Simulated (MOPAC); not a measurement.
MOPAC input (PM3):

```
PM3 FORCE THERMO(298,298) PRECISE LET UHF MS=0.5 GEO-OK AUX(PRECISION=9) THREADS=1
C2HO

C    -0.79175351 1   -0.39128639 1   -0.20982190 1
C     0.61315296 1   -0.45395374 1   -0.04622795 1
O    -0.10013416 1    0.71050384 1    0.18301378 1
H     1.65394509 1   -0.71678035 1    0.01530039 1
```

From the output:

```
     H    4   0.178687   5.453848   0.371147   5.711341

          HEAT OF FORMATION =      95.025802 KCALS/MOLE

          ZERO POINT ENERGY      11.992 KCAL/MOL

           NORMAL COORDINATE ANALYSIS (Total motion = 1 Angstrom)

   Root No.       1         2         3         4         5         6

                 1 A"      1 A'      2 A'      3 A'      4 A'      5 A'

                 437.5     827.0     939.1    1195.8    1757.8    3231.4

           1   -0.0000   -0.0323   -0.0670   -0.1920    0.2491    0.0088
           2    0.0000    0.1756   -0.0701    0.0378    0.1263    0.0040
           3    0.0443   -0.0000   -0.0000    0.0000    0.0000   -0.0000
           4    0.0000    0.1097   -0.0829    0.0998   -0.2167   -0.0826
           5   -0.0000   -0.1019    0.0205    0.2524    0.0908    0.0192
           6   -0.1262   -0.0000   -0.0000    0.0000   -0.0000    0.0000
           7   -0.0000   -0.0733    0.1085    0.0706   -0.0057   -0.0001
           8    0.0000   -0.0870   -0.0072   -0.1975   -0.1699   -0.0056
           9    0.0099    0.0000    0.0000   -0.0000    0.0000   -0.0000
          10   -0.0000    0.2419    0.0639   -0.0215   -0.2960    0.8802
          11    0.0000    0.5028    0.7060   -0.3224    0.1098   -0.1878
          12    0.8196   -0.0000   -0.0000    0.0000   -0.0000    0.0000

           MASS-WEIGHTED COORDINATE ANALYSIS (NORMAL COORDINATES)

   Root No.       1         2         3         4         5         6

                 1 A"      1 A'      2 A'      3 A'      4 A'      5 A'

                 437.5     827.0     939.1    1195.8    1757.8    3231.4

           1   -0.0000   -0.1033   -0.2453   -0.4534    0.5869    0.0322
           2    0.0000    0.5619   -0.2567    0.0892    0.2977    0.0144
           3    0.1624   -0.0000   -0.0000    0.0000    0.0000   -0.0000
           4    0.0000    0.3509   -0.3035    0.2355   -0.5106   -0.3009
           5   -0.0000   -0.3261    0.0749    0.5960    0.2140    0.0699
           6   -0.4627   -0.0000   -0.0000    0.0000   -0.0000    0.0000
           7   -0.0000   -0.2708    0.4584    0.1925   -0.0154   -0.0005
           8    0.0000   -0.3213   -0.0304   -0.5384   -0.4622   -0.0233
           9    0.0417    0.0000    0.0000   -0.0000    0.0000   -0.0000
          10   -0.0000    0.2242    0.0678   -0.0147   -0.2020    0.9293
          11    0.0000    0.4661    0.7487   -0.2205    0.0750   -0.1982
          12    0.8705   -0.0000   -0.0000    0.0000   -0.0000    0.0000

          DESCRIPTION OF VIBRATIONS

 VIBRATION          1    1A"         ATOM PAIR     ENERGY CONTRIBUTION    RADIAL
 FREQUENCY           437.49         C 2 -- H 4         +89.9% ( 97.2%)      0.0%
 TRANSITION DIPOLE   0.8784         C 1 -- C 2          +5.5% ( 24.1%)      0.0%
 TRAVEL (Ang.)       0.3681         C 2 -- O 3          +4.5% ( 21.6%)      0.0%
 REDUCED MASS        1.1377
 EFFECTIVE MASS      2.5699
 FORCE CONSTANT      0.1283

 VIBRATION          2    1A'         ATOM PAIR     ENERGY CONTRIBUTION    RADIAL
 FREQUENCY           826.97         C 1 -- O 3         +27.3% ( 85.4%)     88.9%
 TRANSITION DIPOLE   1.0815         C 2 -- H 4         +27.0% ( 85.0%)     13.0%
 TRAVEL (Ang.)       0.1812         C 1 -- C 2         +26.8% ( 84.6%)     20.7%
 REDUCED MASS        2.4830         C 2 -- O 3         +19.0% ( 71.2%)     28.7%
 EFFECTIVE MASS     11.0887
 FORCE CONSTANT      1.0005

 VIBRATION          3    2A'         ATOM PAIR     ENERGY CONTRIBUTION    RADIAL
 FREQUENCY           939.12         C 2 -- H 4         +42.5% ( 83.8%)      8.4%
 TRANSITION DIPOLE   0.3264         C 1 -- O 3         +22.8% ( 61.4%)     55.2%
 TRAVEL (Ang.)       0.2314         C 2 -- O 3         +22.6% ( 61.1%)     41.0%
 REDUCED MASS        1.3404         C 1 -- C 2         +12.0% ( 44.6%)      3.0%
 EFFECTIVE MASS      6.4016
 FORCE CONSTANT      0.6965

 VIBRATION          4    3A'         ATOM PAIR     ENERGY CONTRIBUTION    RADIAL
 FREQUENCY          1195.82         C 2 -- O 3         +38.1% ( 83.0%)     68.5%
 TRANSITION DIPOLE   2.1369         C 1 -- C 2         +28.9% ( 72.2%)     64.9%
 TRAVEL (Ang.)       0.1147         C 1 -- O 3         +18.7% ( 58.1%)      5.9%
 REDUCED MASS        4.2860         C 2 -- H 4         +14.2% ( 50.7%)      0.8%
 EFFECTIVE MASS     12.6667
 FORCE CONSTANT      3.6111

 VIBRATION          5    4A'         ATOM PAIR     ENERGY CONTRIBUTION    RADIAL
 FREQUENCY          1757.79         C 1 -- C 2         +40.6% ( 83.8%)     99.4%
 TRANSITION DIPOLE   2.5165         C 1 -- O 3         +26.0% ( 67.1%)     98.0%
 TRAVEL (Ang.)       0.0965         C 2 -- O 3         +24.3% ( 64.8%)     99.4%
 REDUCED MASS        4.1161         C 2 -- H 4          +9.1% ( 39.6%)     95.5%
 EFFECTIVE MASS     12.8883
 FORCE CONSTANT      7.4932

 VIBRATION          6    5A'         ATOM PAIR     ENERGY CONTRIBUTION    RADIAL
 FREQUENCY          3231.41         C 2 -- H 4         +95.9% ( 99.8%)    100.0%
 TRANSITION DIPOLE   1.0597         C 1 -- C 2          +2.1% ( 14.9%)     97.3%
 TRAVEL (Ang.)       0.1497         C 2 -- O 3          +2.0% ( 14.3%)     57.3%
 REDUCED MASS        0.9308
 EFFECTIVE MASS      1.6313
 FORCE CONSTANT      5.7268

      SYMMETRY NUMBER FOR POINT-GROUP Cs  =  1

          SYSTEM IS A GROUND STATE

 C2HO

          MOLECULE IS NOT LINEAR

          THERE ARE  6 GENUINE VIBRATIONS IN THIS SYSTEM
          THIS THERMODYNAMICS CALCULATION IS LIMITED TO
          MOLECULES WHICH HAVE NO INTERNAL ROTATIONS

                    CALCULATED THERMODYNAMIC PROPERTIES
                                          *
   TEMP. (K)   PARTITION FUNCTION   H.O.F.    ENTHALPY  HEAT CAPACITY ENTROPY
                                   KCAL/MOL   CAL/MOLE    CAL/K/MOL  CAL/K/MOL

 298.00  VIB.     0.1175D+01                   257.4148     2.6796     1.1851
         ROT.     0.5876D+04                   888.2803     2.9808    20.2269
         INT.     0.6907D+04                  1145.6951     5.6604    21.4120
         TRA.     0.2541D+27                  1480.4672     4.9680    37.0602
         TOT.                       95.026    2626.1623    10.6284    58.4722

   *: NOTE: HEATS OF FORMATION ARE RELATIVE TO THE
            ELEMENTS IN THEIR STANDARD STATE AT 298K
              (=  Standard Enthalpy of Formation).

            Hvib:  Zero-point energy is not included.
                   frequencies of less than zero cm-1 are not included.
            Hrot = (3/2)RT
            Htra = (3/2)RT + pV = (5/2)RT

            Heat capacity is Cp, not Cv

          For more information, see: HTTP://OpenMOPAC.net/Manual/thermochemistry.html

           FORCE CONSTANT IN CARTESIAN COORDINATES (Millidynes/A)

    ATOM   CHEMICAL       X               Y               Z
   NUMBER   SYMBOL  FORCE CONSTANT  FORCE CONSTANT  FORCE CONSTANT

      1       C       10.114036        3.980249        0.036993
      2       C       14.126219        5.511866        0.291320
      3       O        2.715932       10.854327        0.003956
      4       H        5.452423        0.676633        0.085921

 **********************
 *                    *
 * JOB ENDED NORMALLY *
 *                    *
 **********************
```
